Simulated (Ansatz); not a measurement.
# Strength of the O–Ge bond: C2H8GeO → C2H5O + GeH3

Species: C2H8GeO `CC[O][GeH3]`, singlet; C2H5O `CC[O]`, doublet; GeH3 `[GeH3]`, doublet. 

Shapes, held fixed at every level: PBE0-D4/def2-TZVP. Flexible molecules stand in one conformer, not always the lowest. Programs: Ansatz 0.2.0. The zero-point and thermal change to 298 K, harmonic and unscaled (PBE0-D4/def2-TZVP), is -18.8 kJ/mol.

```json
{"level": "HF/def2-TZVPP", "kind": "Hartree–Fock", "ΔH(298 K) (kJ/mol)": "+239.5", "less CCSD(T)/def2-TZVPP": "-132.8", "CPU time (sum over the molecules)": "–"}
{"level": "B3LYP-D4/def2-TZVPP", "kind": "global hybrid", "ΔH(298 K) (kJ/mol)": "+346.2", "less CCSD(T)/def2-TZVPP": "-26.1", "CPU time (sum over the molecules)": "49 s"}
{"level": "r2SCAN0-D4/def2-TZVPP", "kind": "global hybrid", "ΔH(298 K) (kJ/mol)": "+336.3", "less CCSD(T)/def2-TZVPP": "-36.0", "CPU time (sum over the molecules)": "55 s"}
{"level": "wB97M-V/def2-TZVPP", "kind": "range-separated hybrid", "ΔH(298 K) (kJ/mol)": "+362.0", "less CCSD(T)/def2-TZVPP": "-10.3", "CPU time (sum over the molecules)": "2 min"}
{"level": "B2PLYP/def2-TZVPP", "kind": "double hybrid", "ΔH(298 K) (kJ/mol)": "+359.8", "less CCSD(T)/def2-TZVPP": "-12.5", "CPU time (sum over the molecules)": "50 s"}
{"level": "CCSD(T)/def2-SVP", "kind": "coupled cluster or CI", "ΔH(298 K) (kJ/mol)": "+353.2", "less CCSD(T)/def2-TZVPP": "-19.1", "CPU time (sum over the molecules)": "54 s"}
{"level": "CCSD/def2-TZVPP", "kind": "coupled cluster or CI", "ΔH(298 K) (kJ/mol)": "+361.3", "less CCSD(T)/def2-TZVPP": "-11.0", "CPU time (sum over the molecules)": "–"}
{"level": "CCSD(T)/def2-TZVPP", "kind": "coupled cluster or CI", "ΔH(298 K) (kJ/mol)": "+372.3", "less CCSD(T)/def2-TZVPP": "0.0", "CPU time (sum over the molecules)": "19 min"}
```

The highest level, CCSD(T)/def2-TZVPP, gives ΔH(298 K) = +372.3 kJ/mol; the levels span +239.5 to +372.3. The column of differences is taken from that level and isn't an error. Hartree–Fock misses the correlation of the pair that is broken and comes out low. No measured value is set beside it here. Open shells run unrestricted. Relativity is left out for Ge. Outer-core shells of Ge are correlated, in sets that cover them unevenly. CCSD(T)/def2-TZVPP lies outside the range of all other levels here, so it shouldn't be taken on trust. Times are processor times on shared x86 and Arm servers, and rough.
